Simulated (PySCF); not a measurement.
Cartesian coordinates (Å):
```xyz
4

F     -1.3183    -1.1141    -0.1775
Sn    -0.0146     0.0843     0.5620
F      1.6184    -0.5993    -0.1786
H     -0.2855     1.6291    -0.2059
```
Charge 0, spin multiplicity 2.

**Question.** What highest occupied spin orbital, total energy and dipole moment does PySCF 2.14.0 with ωB97X-D3(BJ)/def2-TZVP // PBE0-D3(BJ)/def2-TZVP give?

**Answer.** 
- highest occupied spin orbital = -9.83 eV
- total energy = -11286.96 eV
- dipole moment = 0.721 e·Å
